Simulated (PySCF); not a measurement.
C7H7O3S, charge -1. Atoms are numbered in the order given.

```xyz
18

C     -4.1213    -0.4654     0.1308
C     -2.6271    -0.3101     0.0816
C     -1.9700    -0.0405    -1.1247
C     -0.5893     0.1383    -1.1702
C      0.1628     0.0438    -0.0012
S      1.9637     0.2196    -0.0627
O      2.3255     0.7691     1.2684
O      2.2047     1.1422    -1.2009
O      2.4473    -1.1657    -0.2958
C     -0.4732    -0.2188     1.2100
C     -1.8545    -0.3962     1.2457
H     -4.5124    -0.8839    -0.8076
H     -4.6212     0.5047     0.2890
H     -4.4290    -1.1282     0.9521
H     -2.5547     0.0334    -2.0464
H     -0.0728     0.3634    -2.1044
H      0.1329    -0.2698     2.1156
H     -2.3479    -0.6038     2.1999
```
Charge -1, spin multiplicity 1.

Geometry optimised at PBE0-D3(BJ)/def2-SVPD. One conformer was computed; it need not be the lowest.

All values below come from HF/def2-SVPD run with PySCF.

Isolated molecule, no solvent.

Question: Estimate the frontier levels, gap, dipole moment. (Estimate from the structure and the level; the computed values follow.)

Answer: 
```json
{
  "highest_occupied_level": "-5.75 eV",
  "lowest_empty_level": "4.84 eV",
  "orbital_gap": "10.59 eV",
  "dipole_moment_about_the_centre_of_nuclear_charge": "11.53 D"
}
```
